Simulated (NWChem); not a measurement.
# CH2F2OSi; SMILES C([SiH](F)F)=O

```xyz
7

O      0.2253    -2.2903     0.0000
C     -0.4844    -1.2999     0.0000
Si     0.3263     0.4536     0.0000
F     -0.1905     1.2716     1.3118
F     -0.1905     1.2716    -1.3118
H     -1.6180    -1.3934     0.0000
H      1.8147     0.3746     0.0000
```
Atoms are numbered in this order, from 1.

Coordinates come from a PBE-D3(BJ)/def2-SVP optimisation.

 Unshifted, non-relativistic core excitations; the lowest 4 roots alone, so stronger bands may lie above.

**Question.** List the first C K-edge excitations from PBE0/6-311G** (spherical d), restricted-window TDA (NWChem).

**Answer.** 
```
state  energy (eV)  dipole oscillator strength           leading excitation (squared amplitude)
-----  -----------  --------------------------  -----------------------------------------------
S1           275.5                      0.0501    1s of atom 2 or its equivalents → LUMO (0.96)
S2           280.1                      0.0030  1s of atom 2 or its equivalents → LUMO+1 (0.84)
S3           280.6                      0.0089  1s of atom 2 or its equivalents → LUMO+2 (0.85)
S4           280.7                      0.0145  1s of atom 2 or its equivalents → LUMO+3 (0.95)
```
